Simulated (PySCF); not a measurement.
Ligands exchanged one at a time, Ge OH-OCH3. All species are isolated molecules in the gas phase. One relaxed conformer stands for each flexible species; it need not be the lowest. Strings in code marks are SMILES.

The HOMO from two functionals at the same geometries (PBE0-D3(BJ)/def2-SVP), both in PySCF: PBE-D3(BJ)/def2-TZVP and ωB97X-D3(BJ)/def2-TZVP. 

```csv
species,PBE-D3(BJ)/def2-TZVP (eV)
0 of 4 OH replaced by OCH3 (`[OH][Ge]([OH])([OH])[OH]`),-7.40
1 of 4 OH replaced by OCH3 (`C[O][Ge]([OH])([OH])[OH]`),-6.62
2 of 4 OH replaced by OCH3 (`C[O][Ge]([OH])([OH])[O]C`),-6.51
3 of 4 OH replaced by OCH3 (`C[O][Ge]([O]C)([OH])[O]C`),-6.47
4 of 4 OH replaced by OCH3 (`C[O][Ge]([O]C)([O]C)[O]C`),-6.45
```

What does ωB97X-D3(BJ)/def2-TZVP give for each?


- 0 of 4 OH replaced by OCH3 (`[OH][Ge]([OH])([OH])[OH]`): -11.84
- 1 of 4 OH replaced by OCH3 (`C[O][Ge]([OH])([OH])[OH]`): -10.85
- 2 of 4 OH replaced by OCH3 (`C[O][Ge]([OH])([OH])[O]C`): -10.72
- 3 of 4 OH replaced by OCH3 (`C[O][Ge]([O]C)([OH])[O]C`): -10.64
- 4 of 4 OH replaced by OCH3 (`C[O][Ge]([O]C)([O]C)[O]C`): -10.60
Over these rows, drawn at random from the members with no instability flagged (it was tested for open shells, ions and some series alone), PBE minus ωB97X-D3(BJ): mean +4.24 eV, from +4.16 eV to +4.43 eV.
